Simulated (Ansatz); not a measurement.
Born–Oppenheimer molecular dynamics of BrCl$_{2}$FH$_{2}$OZr (8 atoms, charge 0, multiplicity 1). It starts at the highest image of a converged band, a first-order saddle point between two minima.

Computed with Ansatz 0.2.0, RKS B3LYP-D4/def2-SVP.

- ensemble: NVE (velocity Verlet)
- time step: 0.5 fs
- steps asked: 200
- starting velocities drawn for: 300 K
- seed: 9564

First frame:

```xyz
8
Properties=species:S:1:pos:R:3
Zr 0.079 0.207 0.007
O -0.078 0.129 2.034
H -0.486 -0.447 2.694
Cl 2.110 -0.385 -1.019
Cl -1.187 1.794 -1.179
F -0.945 -1.366 -0.247
Br 1.484 2.431 1.486
H 0.693 1.301 2.233
```

Task: How far do the bonds stretch over the last three quarters of this one trajectory? (Pairs bonded in most of those frames.)

Result: 
| bond | mean (Å) | spread (Å) | shortest | longest |
| --- | --- | --- | --- | --- |
| Zr1–O2 | 1.957 | 0.020 | 1.92 | 2.00 |
| Zr1–Cl4 | 2.379 | 0.027 | 2.34 | 2.42 |
| Zr1–Cl5 | 2.373 | 0.007 | 2.36 | 2.38 |
| Zr1–F6 | 1.912 | 0.027 | 1.86 | 1.95 |
| Zr1–Br7 | 3.009 | 0.053 | 2.95 | 3.13 |
| O2–H3 | 0.967 | 0.004 | 0.96 | 0.97 |
| Br7–H8 | 1.437 | 0.030 | 1.39 | 1.48 |

Mean temperature of the second half: 227 K. The conserved energy stayed within 0.028 meV per atom of its start (net change 0.019 meV per atom), so the integration is sound. A run of 0.1 ps of so small a system gives no equilibrium averages. The orbitals stay closed-shell, which can raise the energy where a bond breaks towards radicals; this wasn't checked here.

Run time: 12 min on 4 threads of Arm Neoverse V1 (shared host), peak memory 0.42 GiB.
